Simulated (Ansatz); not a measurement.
Ansatz (a quantum-chemistry and plane-wave program) input (B3LYP-D3(BJ)/def2-TZVP):

Ansatz 0.2 input:
```yaml
crystal:
  periodic: [false, false, false]
  atoms:
    - {symbol: F, position_ang: [2.51490864, 0.61529851, -1.47699434]}
    - {symbol: C, position_ang: [1.37718978, 0.48469276, -0.86236690]}
    - {symbol: C, position_ang: [0.78744622, -0.50962852, -0.23950674]}
    - {symbol: F, position_ang: [1.37514574, -1.73479085, -0.13264824]}
    - {symbol: C, position_ang: [-0.52442676, -0.43240490, 0.39564303]}
    - {symbol: F, position_ang: [-0.95979483, -1.55434546, 0.97636050]}
    - {symbol: C, position_ang: [-1.29347342, 0.66073387, 0.43005052]}
    - {symbol: F, position_ang: [-2.47820698, 0.74740384, 0.99699021]}
    - {symbol: F, position_ang: [-0.93443398, 1.80850154, -0.12109363]}
basis:
  gaussian:
    orbitals: def2-TZVP
hamiltonian:
  xc: b3lyp
  dispersion: d3bj
magnetization: {spin_polarized: true, initial_magnetization: 1}
relax: {f_tol: 0.002, max_steps: 150}
```

Output:

```
Functional definition: B3LYP
integrals: 0.23 GiB planned
1500 factors; their error is unknown
mean field: 2.70 GiB planned
mean field evaluation 1: about -17730.8873 eV, gradient 3.3e1 eV
mean field evaluation 2: about -17729.7095 eV, gradient 3.6e1 eV
mean field evaluation 4: about -17734.6221 eV, gradient 2.1e0 eV
mean field evaluation 8: about -17734.6393 eV, gradient 1.6e-1 eV
mean field evaluation 16: about -17734.6835 eV, gradient 3.5e-3 eV
mean field evaluation 32: about -17734.6585 eV, gradient 2.1e0 eV
mean field -17734.68350148 eV, -651.7375976790 hartree, gradient 4.3e-5 eV, S^2 0.764439; 2 other end points of the search recorded, 0 dependent functions left out
the calculation of the forces begins
reference -17734.68372316 eV, -651.7376058258 hartree; 35, 34 occupied and 244, 245 virtual orbitals, 1500 factors
relax step   1: F+E_penalty+E_count = -17735.00126103 eV  Δ(F+E_penalty+E_count) = +0.000e0 eV  max|allowed force component| = 6.656e-1 eV/Å  Δτ_max = 0.0000 Å  (64 SCF iters, accepted)
these checks for a lower state are left out or cut short: starts, cluster_reference, orbital_swaps, neighbouring_geometries, increment
integrals: 0.23 GiB planned
1500 factors; their error is unknown
mean field: 2.70 GiB planned
mean field -17734.70014268 eV, -651.7382092320 hartree, gradient 2.6e-5 eV, S^2 0.764765; 0 other end points of the search recorded, 0 dependent functions left out
the calculation of the forces begins
reference -17734.70036415 eV, -651.7382173710 hartree; 35, 34 occupied and 244, 245 virtual orbitals, 1500 factors
relax step   2: F+E_penalty+E_count = -17735.01725066 eV  Δ(F+E_penalty+E_count) = -1.599e-2 eV  max|allowed force component| = 3.404e-1 eV/Å  Δτ_max = 0.0427 Å  (46 SCF iters, accepted)
these checks for a lower state are left out or cut short: starts, cluster_reference, orbital_swaps, neighbouring_geometries, increment
integrals: 0.23 GiB planned
1500 factors; their error is unknown
mean field: 2.70 GiB planned
mean field -17734.71211764 eV, -651.7386493036 hartree, gradient 2.1e-5 eV, S^2 0.765486; 0 other end points of the search recorded, 0 dependent functions left out
the calculation of the forces begins
reference -17734.71233859 eV, -651.7386574236 hartree; 35, 34 occupied and 244, 245 virtual orbitals, 1500 factors
relax step   3: F+E_penalty+E_count = -17735.02845086 eV  Δ(F+E_penalty+E_count) = -1.120e-2 eV  max|allowed force component| = 7.693e-2 eV/Å  Δτ_max = 0.0791 Å  (46 SCF iters, accepted)
these checks for a lower state are left out or cut short: starts, cluster_reference, orbital_swaps, neighbouring_geometries, increment
integrals: 0.23 GiB planned
1500 factors; their error is unknown
mean field: 2.70 GiB planned
mean field -17734.71242377 eV, -651.7386605538 hartree, gradient 2.5e-5 eV, S^2 0.765742; 0 other end points of the search recorded, 0 dependent functions left out
the calculation of the forces begins
reference -17734.71264473 eV, -651.7386686738 hartree; 35, 34 occupied and 244, 245 virtual orbitals, 1500 factors
relax step   4: F+E_penalty+E_count = -17735.02881128 eV  Δ(F+E_penalty+E_count) = -3.604e-4 eV  max|allowed force component| = 4.565e-2 eV/Å  Δτ_max = 0.0091 Å  (47 SCF iters, accepted)
these checks for a lower state are left out or cut short: starts, cluster_reference, orbital_swaps, neighbouring_geometries, increment
integrals: 0.23 GiB planned
1500 factors; their error is unknown
mean field: 2.69 GiB planned
mean field -17734.71269636 eV, -651.7386705711 hartree, gradient 2.4e-5 eV, S^2 0.765621; 0 other end points of the search recorded, 0 dependent functions left out
the calculation of the forces begins
reference -17734.71291734 eV, -651.7386786921 hartree; 35, 34 occupied and 244, 245 virtual orbitals, 1500 factors
relax step   5: F+E_penalty+E_count = -17735.02921708 eV  Δ(F+E_penalty+E_count) = -4.058e-4 eV  max|allowed force component| = 4.102e-2 eV/Å  Δτ_max = 0.0324 Å  (48 SCF iters, accepted)
these checks for a lower state are left out or cut short: starts, cluster_reference, orbital_swaps, neighbouring_geometries, increment
integrals: 0.23 GiB planned
1500 factors; their error is unknown
mean field: 2.69 GiB planned
[...]
mean field evaluation 96: about -17734.7850 eV, gradient 3.5e-1 eV
mean field -17734.78530789 eV, -651.7413389956 hartree, gradient 1.4e-5 eV, S^2 0.762290; 0 other end points of the search recorded, 0 dependent functions left out
the calculation of the forces begins
reference -17734.78552649 eV, -651.7413470292 hartree; 35, 34 occupied and 244, 245 virtual orbitals, 1500 factors
relax step   9: F+E_penalty+E_count = -17735.10139767 eV  Δ(F+E_penalty+E_count) = -1.079e-2 eV  max|allowed force component| = 3.111e-1 eV/Å  Δτ_max = 0.2000 Å  (48 SCF iters, accepted)
these checks for a lower state are left out or cut short: starts, cluster_reference, orbital_swaps, neighbouring_geometries, increment
integrals: 0.23 GiB planned
1500 factors; their error is unknown
mean field: 2.68 GiB planned
mean field -17734.78249338 eV, -651.7412355645 hartree, gradient 8.5e-5 eV, S^2 0.761527; 0 other end points of the search recorded, 0 dependent functions left out
the calculation of the forces begins
reference -17734.78271336 eV, -651.7412436485 hartree; 35, 34 occupied and 244, 245 virtual orbitals, 1500 factors
relax step  10: F+E_penalty+E_count = -17735.09720286 eV  Δ(F+E_penalty+E_count) = +4.195e-3 eV  max|allowed force component| = 1.083e0 eV/Å  Δτ_max = 0.1998 Å  (48 SCF iters, rejected (line search))
these checks for a lower state are left out or cut short: starts, cluster_reference, orbital_swaps, neighbouring_geometries, increment
integrals: 0.23 GiB planned
1500 factors; their error is unknown
mean field: 2.68 GiB planned
mean field -17734.81182577 eV, -651.7423135098 hartree, gradient 2.7e-5 eV, S^2 0.761290; 0 other end points of the search recorded, 0 dependent functions left out
the calculation of the forces begins
reference -17734.81204609 eV, -651.7423216064 hartree; 35, 34 occupied and 244, 245 virtual orbitals, 1500 factors
relax step  11: F+E_penalty+E_count = -17735.12719544 eV  Δ(F+E_penalty+E_count) = -2.580e-2 eV  max|allowed force component| = 2.112e-1 eV/Å  Δτ_max = 0.0961 Å  (45 SCF iters, accepted)
these checks for a lower state are left out or cut short: starts, cluster_reference, orbital_swaps, neighbouring_geometries, increment
integrals: 0.23 GiB planned
1500 factors; their error is unknown
mean field: 2.68 GiB planned
mean field -17734.81357668 eV, -651.7423778547 hartree, gradient 2.1e-5 eV, S^2 0.760988; 0 other end points of the search recorded, 0 dependent functions left out
the calculation of the forces begins
reference -17734.81379654 eV, -651.7423859341 hartree; 35, 34 occupied and 244, 245 virtual orbitals, 1500 factors
relax step  12: F+E_penalty+E_count = -17735.12883482 eV  Δ(F+E_penalty+E_count) = -1.639e-3 eV  max|allowed force component| = 1.076e-1 eV/Å  Δτ_max = 0.0999 Å  (45 SCF iters, accepted)
these checks for a lower state are left out or cut short: starts, cluster_reference, orbital_swaps, neighbouring_geometries, increment
integrals: 0.23 GiB planned
1500 factors; their error is unknown
mean field: 2.68 GiB planned
mean field evaluation 128: about -17734.7668 eV, gradient 8.0e-2 eV
mean field -17734.80994133 eV, -651.7422442579 hartree, gradient 1.9e-5 eV, S^2 0.760684; 0 other end points of the search recorded, 0 dependent functions left out
the calculation of the forces begins
reference -17734.81016154 eV, -651.7422523505 hartree; 35, 34 occupied and 244, 245 virtual orbitals, 1500 factors
relax step  13: F+E_penalty+E_count = -17735.12529452 eV  Δ(F+E_penalty+E_count) = +3.540e-3 eV  max|allowed force component| = 3.704e-1 eV/Å  Δτ_max = 0.0625 Å  (44 SCF iters, rejected (line search))
these checks for a lower state are left out or cut short: starts, cluster_reference, orbital_swaps, neighbouring_geometries, increment
integrals: 0.23 GiB planned
1500 factors; their error is unknown
mean field: 2.68 GiB planned
mean field -17734.81731283 eV, -651.7425151555 hartree, gradient 2.6e-5 eV, S^2 0.760898; 0 other end points of the search recorded, 0 dependent functions left out
the calculation of the forces begins
reference -17734.81753291 eV, -651.7425232433 hartree; 35, 34 occupied and 244, 245 virtual orbitals, 1500 factors
relax step  14: F+E_penalty+E_count = -17735.13232790 eV  Δ(F+E_penalty+E_count) = -3.493e-3 eV  max|allowed force component| = 5.438e-2 eV/Å  Δτ_max = 0.0276 Å  (41 SCF iters, accepted)
these checks for a lower state are left out or cut short: starts, cluster_reference, orbital_swaps, neighbouring_geometries, increment
integrals: 0.23 GiB planned
1500 factors; their error is unknown
mean field: 2.68 GiB planned
mean field -17734.81766187 eV, -651.7425279825 hartree, gradient 1.4e-5 eV, S^2 0.760867; 0 other end points of the search recorded, 0 dependent functions left out
the calculation of the forces begins
reference -17734.81788201 eV, -651.7425360725 hartree; 35, 34 occupied and 244, 245 virtual orbitals, 1500 factors
relax step  15: F+E_penalty+E_count = -17735.13260825 eV  Δ(F+E_penalty+E_count) = -2.804e-4 eV  max|allowed force component| = 1.926e-2 eV/Å  Δτ_max = 0.0071 Å  (42 SCF iters, accepted)
these checks for a lower state are left out or cut short: starts, cluster_reference, orbital_swaps, neighbouring_geometries, increment
integrals: 0.23 GiB planned
1500 factors; their error is unknown
mean field: 2.68 GiB planned
mean field -17734.81776482 eV, -651.7425317660 hartree, gradient 1.2e-5 eV, S^2 0.760832; 0 other end points of the search recorded, 0 dependent functions left out
the calculation of the forces begins
reference -17734.81798494 eV, -651.7425398551 hartree; 35, 34 occupied and 244, 245 virtual orbitals, 1500 factors
relax step  16: F+E_penalty+E_count = -17735.13264534 eV  Δ(F+E_penalty+E_count) = -3.708e-5 eV  max|allowed force component| = 1.366e-2 eV/Å  Δτ_max = 0.0130 Å  (41 SCF iters, accepted)
these checks for a lower state are left out or cut short: starts, cluster_reference, orbital_swaps, neighbouring_geometries, increment
integrals: 0.23 GiB planned
1500 factors; their error is unknown
mean field: 2.68 GiB planned
mean field evaluation 160: about -17734.8178 eV, gradient 2.2e-4 eV
mean field -17734.81782663 eV, -651.7425340375 hartree, gradient 2.1e-5 eV, S^2 0.760844; 0 other end points of the search recorded, 0 dependent functions left out
the calculation of the forces begins
reference -17734.81804675 eV, -651.7425421266 hartree; 35, 34 occupied and 244, 245 virtual orbitals, 1500 factors
relax step  17: F+E_penalty+E_count = -17735.13267382 eV  Δ(F+E_penalty+E_count) = -2.848e-5 eV  max|allowed force component| = 6.407e-3 eV/Å  Δτ_max = 0.0042 Å  (43 SCF iters, accepted)
these checks for a lower state are left out or cut short: starts, cluster_reference, orbital_swaps, neighbouring_geometries, increment
integrals: 0.23 GiB planned
1500 factors; their error is unknown
mean field: 2.69 GiB planned
mean field -17734.81783040 eV, -651.7425341761 hartree, gradient 2.2e-5 eV, S^2 0.760851; 0 other end points of the search recorded, 0 dependent functions left out
the calculation of the forces begins
reference -17734.81805052 eV, -651.7425422653 hartree; 35, 34 occupied and 244, 245 virtual orbitals, 1500 factors
relax step  18: F+E_penalty+E_count = -17735.13267878 eV  Δ(F+E_penalty+E_count) = -4.960e-6 eV  max|allowed force component| = 2.650e-3 eV/Å  Δτ_max = 0.0021 Å  (44 SCF iters, accepted)
these checks for a lower state are left out or cut short: starts, cluster_reference, orbital_swaps, neighbouring_geometries, increment
integrals: 0.23 GiB planned
1500 factors; their error is unknown
mean field: 2.68 GiB planned
mean field -17734.81782767 eV, -651.7425340755 hartree, gradient 2.6e-5 eV, S^2 0.760852; 0 other end points of the search recorded, 0 dependent functions left out
the calculation of the forces begins
reference -17734.81804779 eV, -651.7425421650 hartree; 35, 34 occupied and 244, 245 virtual orbitals, 1500 factors
relax step  19: F+E_penalty+E_count = -17735.13267899 eV  Δ(F+E_penalty+E_count) = -2.072e-7 eV  max|allowed force component| = 3.092e-3 eV/Å  Δτ_max = 0.0011 Å  (41 SCF iters, accepted)
these checks for a lower state are left out or cut short: starts, cluster_reference, orbital_swaps, neighbouring_geometries, increment
integrals: 0.23 GiB planned
1500 factors; their error is unknown
mean field: 2.68 GiB planned
mean field -17734.81783149 eV, -651.7425342160 hartree, gradient 2.6e-5 eV, S^2 0.760851; 0 other end points of the search recorded, 0 dependent functions left out
the calculation of the forces begins
reference -17734.81805161 eV, -651.7425423053 hartree; 35, 34 occupied and 244, 245 virtual orbitals, 1500 factors
relax step  20: F+E_penalty+E_count = -17735.13267988 eV  Δ(F+E_penalty+E_count) = -8.969e-7 eV  max|allowed force component| = 5.474e-4 eV/Å  Δτ_max = 0.0006 Å  (42 SCF iters, accepted)
integrals: 0.23 GiB planned
1500 factors; their error is unknown
mean field: 2.68 GiB planned
mean field evaluation 192: about -17730.6021 eV, gradient 3.4e1 eV
mean field -17734.81783149 eV, -651.7425342160 hartree, gradient 2.3e-5 eV, S^2 0.760851; 1 other end points of the search recorded, 0 dependent functions left out
the calculation of the forces begins
reference -17734.81805161 eV, -651.7425423053 hartree; 35, 34 occupied and 244, 245 virtual orbitals, 1500 factors
Total energy: -17735.13290000 eV, -651.7541127703 hartree
Atom 0 at     2.432997     0.314309    -1.764195 Å, force    -0.000024    -0.000111     0.000030 eV/Å
Atom 1 at     1.241886     0.183803    -1.265738 Å, force     0.000200     0.000083    -0.000066 eV/Å
Atom 2 at     0.821064    -0.439101    -0.183175 Å, force    -0.000545     0.000309    -0.000105 eV/Å
Atom 3 at     1.680664    -1.143108     0.599033 Å, force     0.000224    -0.000133     0.000061 eV/Å
Atom 4 at    -0.559922    -0.420969     0.253452 Å, force     0.000073    -0.000223     0.000129 eV/Å
Atom 5 at    -1.168884    -1.619845     0.375269 Å, force     0.000071    -0.000061     0.000010 eV/Å
Atom 6 at    -1.264462     0.669641     0.543626 Å, force     0.000112     0.000257    -0.000119 eV/Å
Atom 7 at    -2.530836     0.646645     0.887043 Å, force    -0.000094    -0.000012    -0.000006 eV/Å
Atom 8 at    -0.788152     1.894087     0.521118 Å, force    -0.000017    -0.000108     0.000067 eV/Å
Dipole moment:    -0.012910     0.199737    -0.123018 e Å
```

It need not be the lowest isomer of its formula.
